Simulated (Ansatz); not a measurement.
Si₈NH₁₇, a cluster cut from the lattice of silicon (1 of the caps NH2). Total charge 0; singlet. Geometry PBE-D4/def2-SVP; atoms count from 1.

```xyz
26

Si   -2.437    0.324    1.116
Si    1.405   -1.614    0.502
Si    0.833    2.451    0.573
Si   -0.825   -0.164   -2.470
Si   -1.284    2.320    1.592
Si    2.191    0.571    0.997
Si   -2.793   -0.037   -1.183
Si    0.659   -1.831   -1.722
N     2.650   -2.844    0.716
H    -3.783    0.365    1.799
H    -1.670   -0.840    1.688
H     3.460   -2.789    0.090
H     2.980   -3.005    1.673
H     0.293   -1.949    1.460
H     1.534    3.680    1.102
H     0.657    2.634   -0.911
H    -0.130    1.171   -2.475
H    -1.218   -0.482   -3.893
H    -1.107    2.420    3.087
H    -2.131    3.488    1.149
H     2.562    0.606    2.462
H     3.477    0.761    0.225
H    -3.548   -1.332   -1.354
H    -3.660    1.077   -1.717
H     0.002   -3.177   -1.896
H     1.882   -1.804   -2.610
```

**Question.** Estimate the Mulliken populations from the PBE0/def2-TZVP orbitals of Ansatz.

**Answer.** 
```
atom  charge (e)
 Si1       -0.01
 Si2        0.20
 Si3       -0.03
 Si4       -0.02
 Si5        0.00
 Si6       -0.03
 Si7        0.00
 Si8        0.00
  N9       -0.62
 H10        0.00
 H11        0.00
 H12        0.24
 H13        0.24
 H14        0.00
 H15        0.00
 H16        0.01
 H17        0.00
 H18        0.00
 H19        0.00
 H20        0.00
 H21       -0.01
 H22       -0.01
 H23        0.00
 H24        0.00
 H25        0.01
 H26        0.00
```
Mulliken values and Mayer orders depend strongly on the basis.

**Question.** And the Mayer bond orders between bonded heavy atoms (over 0.3)?

**Answer.** Si1–Si5 0.95 (2.35 Å); Si1–Si7 0.95 (2.35 Å); Si2–Si6 0.92 (2.37 Å); Si2–Si8 0.94 (2.36 Å); Si2–N9 1.13 (1.76 Å); Si3–Si5 0.96 (2.35 Å); Si3–Si6 0.94 (2.36 Å); Si4–Si7 0.96 (2.35 Å); Si4–Si8 0.95 (2.35 Å).
